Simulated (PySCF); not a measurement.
Ce(OH)3 relaxed at several levels

Computed with PySCF 2.14.0, def2-SVP on the ligands, density fitting, scalar-relativistic core potentials, no spin-orbit coupling, vacuum. Each row is relaxed at its own level from the same template. Distances are means of the shortest metal–ligand contacts, charges and spins Mulliken's; removal energies are rigid, with the ligand's formal charge and no counterpoise, so too large; for an anion taken off a cation in vacuum most of it is the attraction of opposite charges, and multiply charged cations can part far more cheaply with an electron moved from ligand to metal. lcecp potentials hold a fixed number of 4f electrons in the core, out of states, spins and gaps.

| level | basis on the metal | point group | M–OH (Å) | charge on M (e) | dipole (D) | removal of one OH (eV) | strongest infrared band, degenerate modes summed (cm⁻¹) | unstable modes (below −25 cm⁻¹) |
| --- | --- | --- | --- | --- | --- | --- | --- | --- |
| PBE0 | lcecp-1-SVP with ECP47 | C3v | 2.148 | 1.17 | 1.49 | 10.65 | 360 | 0 |
| r2SCAN | lcecp-1-SVP with ECP47 | C3v | 2.156 | 1.13 | 1.81 | 10.65 | – | not given |

Problem. What does the calculation give for TPSS, lcecp-1-SVP with ECP47?

Solution. point group: C3v, M–OH (Å): 2.161, charge on M (e): 1.06, dipole (D): 1.42, removal of one OH (eV): 10.65, unstable modes (below −25 cm⁻¹): not given.
```xyz
7

Ce    0.0000    0.0000   -0.3659
O     2.1175    0.0000    0.0631
H     3.0258    0.0000    0.3960
O    -1.0587    1.8338    0.0631
H    -1.5129    2.6205    0.3960
O    -1.0588   -1.8338    0.0631
H    -1.5130   -2.6204    0.3960
```

One start shape was tried for each, so a minimum needn't be the lowest isomer.
